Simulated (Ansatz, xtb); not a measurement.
Two structures of BF2GeN

Structure X is `FB(F)[N+]#[Ge-]`, a singlet and structure Y is a singlet given by its coordinates. Both are isolated molecules in the gas phase, relaxed with B3LYP-D3(BJ)/def2-SVP.

X (Å):

```csv
atom,x (Å),y (Å),z (Å)
B,-0.9496,-2.2140,-0.8594
F,-0.4873,-3.3614,-1.3523
F,-2.0922,-2.2903,-0.1799
Ge,0.5333,0.4527,-1.2658
N,-0.2709,-0.9935,-1.0454
```

Y (Å):

```xyz
5

B     2.8512    0.1069    0.7165
F    -0.2020   -1.1844    2.6095
F     4.0563    0.5453    0.5835
Ge   -0.0567   -0.9308    0.8644
N     1.6680   -0.3224    0.8378
```

Close contacts (Å): B1–F3 1.29, B1–N5 1.26, F2–Ge4 1.77, Ge4–N5 1.83.

Question: Estimate E(Y) − E(X) at the level CCSD(T)/def2-SVP + ΔMP2/def2-TZVPP.

Answer: Calculated at CCSD(T)/def2-SVP + ΔMP2/def2-TZVPP: E(Y) − E(X) = +28.1 kcal/mol, so structure X lies lower.

Level by level:

| level | geometry | E(Y) − E(X) (kcal/mol) | departure from the last row (kcal/mol) | job, with rough time for the two |
| --- | --- | --- | --- | --- |
| GFN2-xTB | GFN2-xTB | −6.7 | −34.8 | optimisation, 0.22 s |
| HF/STO-3G | GFN2-xTB | +51.4 | +23.4 | single point, 0.36 s |
| r2SCAN-D4/def2-SVP | GFN2-xTB | +30.4 | +2.3 | single point, 2.2 s |
| B3LYP-D3(BJ)/def2-SVP | B3LYP-D3(BJ)/def2-SVP | +28.8 | +0.8 | optimisation, 25 s |
| HF/def2-SVP | B3LYP-D3(BJ)/def2-SVP | +27.5 | −0.5 | part of the CCSD(T) run |
| MP2/def2-SVP | B3LYP-D3(BJ)/def2-SVP | +33.4 | +5.3 | part of the CCSD(T) run |
| CCSD(T)/def2-SVP | B3LYP-D3(BJ)/def2-SVP | +33.3 | +5.2 | single point |
| CCSD(T)/def2-SVP + ΔMP2/def2-TZVPP | B3LYP-D3(BJ)/def2-SVP | +28.1 |  | single point, 15 s |

GFN2-xTB puts the two in the other order. The largest departure from CCSD(T)/def2-SVP + ΔMP2/def2-TZVPP is that of GFN2-xTB, 34.8 kcal/mol. The last row adds to CCSD(T) the change of the MP2 difference between the two basis sets, here −5.2 kcal/mol, a large step that makes the value less sure.

With harmonic frequencies from B3LYP-D3(BJ)/def2-SVP (ideal gas, rigid rotor, one conformer each, 298.15 K, 1 atm): the zero-point term adds −1.1 kcal/mol; ΔH is +27.4 and ΔG +25.9 kcal/mol.

The correlated steps freeze 13 core orbitals; the filled d shell of Ge is correlated, in a basis made for valence electrons. Programs: Ansatz 0.2.0, xtb 6.7.1; the last row on 1 thread of Intel(R) Xeon(R) 6975P-C (Granite Rapids) on a shared host.
